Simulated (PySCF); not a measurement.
## Bonding in `C#Cc1oc2ccccc2p1`

Species: C9H5OP.
Numbering: `[CH:1]#[C:2][c:3]1[o:4][c:5]2[cH:6][cH:7][cH:8][cH:9][c:10]2[p:11]1` (hydrogens: H12 on C1; H13 on C6; H14 on C7; H15 on C8; H16 on C9)

Structure used (PBE0-D3(BJ)/def2-SVP), in Å, numbered top down from 1:
```xyz
16
C9H5OP angstrom
C      4.480   -0.952   -0.208
C      3.272   -0.838   -0.145
C      1.865   -0.742   -0.083
O      1.371    0.450    0.333
C      0.023    0.441    0.356
C     -0.726    1.551    0.747
C     -2.107    1.424    0.730
C     -2.722    0.223    0.333
C     -1.963   -0.871   -0.052
C     -0.560   -0.773   -0.045
P      0.711   -1.961   -0.477
H      5.548   -1.053   -0.262
H     -0.228    2.473    1.051
H     -2.727    2.273    1.029
H     -3.812    0.154    0.330
H     -2.447   -1.801   -0.359
```

Bond orders from the PBE0/pcSseg-1 density (PySCF). Isolated species at its PBE0-D3(BJ)/def2-SVP geometry, gas phase.

Problem. How far do the computed orders between heavy atoms stray from the drawn ones?

Solution. The largest departure is 0.780, at C1–C2 (drawn triple, 2.220), counting aromatic bonds as 1.5. Drawn double or triple, more than 0.30 short of the drawn order: C1–C2 (2.220). The bonds drawn aromatic range from 0.99 to 1.51.

Problem. Give the Mayer order of every bond between heavy atoms, beside its length.

Solution. 
```csv
bond,drawn as,length (Å),Mayer order
C1–C2,triple,1.214,2.220
C2–C3,single,1.412,1.063
C3–O4,aromatic,1.356,1.045
O4–C5,aromatic,1.348,0.991
C5–C6,aromatic,1.395,1.376
C6–C7,aromatic,1.387,1.479
C7–C8,aromatic,1.407,1.374
C8–C9,aromatic,1.386,1.509
C9–C10,aromatic,1.406,1.326
C10–P11,aromatic,1.793,1.042
P11–C3,aromatic,1.724,1.452
C10–C5,aromatic,1.406,1.233
```

Bonds between the same two heavy elements. C–C: lowest C2–C3 (1.063, 1.412 Å), highest C1–C2 (2.220, 1.214 Å). C–O: lowest O4–C5 (0.991, 1.348 Å), highest C3–O4 (1.045, 1.356 Å); in 1 of the 1 pairs the longer bond (by over 0.003 Å) has the higher order (by 0.02 or more). C–P: lowest C10–P11 (1.042, 1.793 Å), highest P11–C3 (1.452, 1.724 Å).

Problem. And the bonds to hydrogen?

Solution. C–H: 0.95 to 1.16 (5 bonds).

Problem. Sum the orders of all bonds at each heavy atom with more than one neighbour and set the sums beside the valence in the SMILES.

Solution. C1 3.375 (drawn 4), C2 3.283 (drawn 4), C3 3.560 (drawn 4), O4 2.036 (drawn 2), C5 3.600 (drawn 4), C6 3.804 (drawn 4), C7 3.814 (drawn 4), C8 3.845 (drawn 4), C9 3.799 (drawn 4), C10 3.601 (drawn 4), P11 2.494 (drawn 3). Orders between atoms that aren't bonded are not in these sums.

The Mayer order sums products of elements of PS (density times overlap matrix) between the two atoms' basis functions, so it depends on the basis set.
